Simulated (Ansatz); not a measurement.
Input for Ansatz (a quantum-chemistry and plane-wave program): U-r2SCAN/def2-TZVPP on C3H2 (SMILES [C]=C=C), 2S+1 = 1, a spin state set in the input, which need not be the lowest.

Ansatz 0.2 input:
```yaml
crystal:
  periodic: [false, false, false]
  atoms:
    - {symbol: C, position_ang: [1.47441757, -0.02100799, -0.14116441]}
    - {symbol: C, position_ang: [0.20015219, -0.00285184, -0.01916307]}
    - {symbol: C, position_ang: [-1.11399152, 0.01587252, 0.10665632]}
    - {symbol: H, position_ang: [-1.68816214, 0.92699841, -0.04050815]}
    - {symbol: H, position_ang: [-1.67530731, -0.87907457, 0.36253509]}
basis:
  gaussian:
    orbitals: def2-TZVPP
hamiltonian:
  xc: {name: r2SCAN}
magnetization: {spin_polarized: true, initial_magnetization: 0}
```

Program output:

```
WARN ansatz: RAYON_NUM_THREADS=1 ignored (pool sized by the plan → 1); use --threads N
Functional definition: r2SCAN
integrals: 0.03 GiB planned
658 factors; their error is unknown
mean field: 0.39 GiB planned
mean field evaluation 1: about -3132.8920 eV, gradient 3.0e1 eV
mean field evaluation 2: about -3131.3059 eV, gradient 3.3e1 eV
mean field evaluation 4: about -3137.3665 eV, gradient 2.8e0 eV
mean field evaluation 8: about -3137.3961 eV, gradient 3.5e-1 eV
mean field evaluation 16: about -3137.3944 eV, gradient 9.0e-1 eV
mean field evaluation 32: about -3137.4014 eV, gradient 5.6e-5 eV
mean field -3137.40141708 eV, -115.2973754705 hartree, gradient 1.9e-5 eV, S^2 0.098892; 6 other end points of the search recorded, 0 dependent functions left out
reference -3137.40142763 eV, -115.2973758584 hartree; 10, 10 occupied and 111, 111 virtual orbitals, 658 factors
Total energy: -3137.40142763 eV, -115.2973758584 hartree
```

The calculation finished and met its thresholds.

Cost: very roughly 21 core-seconds.
